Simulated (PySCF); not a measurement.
A structure optimised at PBE0-D3(BJ)/def2-SVP, used in a PySCF frequency run:

```xyz
10

In     0.0809     0.0504    -0.0061
Cl    -1.9388    -1.2062     0.1508
Si    -0.3348     2.2266    -1.3283
H      0.9132     3.0385    -1.4681
H     -1.3640     3.0461    -0.6181
H     -0.8437     1.8875    -2.6924
Si     1.9917    -1.1960     1.1990
H      3.2691    -0.4193     1.1660
H      2.2152    -2.5158     0.5328
H      1.6084    -1.4327     2.6245
```

### Question
Write its SMILES and formula.

### Answer
[SiH3][In]([SiH3])[Cl], ClH6InSi2

### Question
What are its rotational constants (standard atomic weights)?

### Answer
1.9494, 1.3023, 0.79540 GHz
